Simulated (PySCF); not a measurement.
## Assignment exercise: H11NO3Si4

Structure with atom numbers: `[NH2:1][SiH2:2][O:3][SiH:4]([O:5][SiH3:6])[O:7][SiH3:8]`; H(Xn) means a hydrogen on atom n.

- structure optimised with PBE0-D3(BJ)/def2-SVP
- GIAO HF/pcSseg-1 shieldings
- code: PySCF 2.14.0 with density-fitted response routines
- no solvent model, no relativistic terms, single conformer, equivalent nuclei averaged

Shifts are taken against calculated references (same method and geometry level): ¹H (31.69 ppm) against TMS.

Question: Assign these signals to the numbered atoms. ¹H NMR (600 MHz, computed): δ 4.52 (s, 6H), 4.33 (s, 2H), 3.73 (s, 1H), 1.57 (br s, 2H).

Answer: 
| δ (ppm) | atoms | environment | reason |
| --- | --- | --- | --- |
| 4.52 | H(Si6)/H(Si8) | hydrogen on a silicon bonded to O | – |
| 4.33 | H(Si2) | hydrogen on a silicon bonded to N, O | – |
| 3.73 | H(Si4) | hydrogen on a silicon bonded to 3 O | – |
| 1.57 | H(N1) | hydrogen on a nitrogen bonded to Si | exchangeable, gas-phase position |

OH/NH shifts are gas-phase values; hydrogen bonding in solution moves them, usually downfield. Multiplicities follow the n + 1 count of equivalent neighbours, as no J values were calculated; m marks all less simple cases, F and P coupling included.
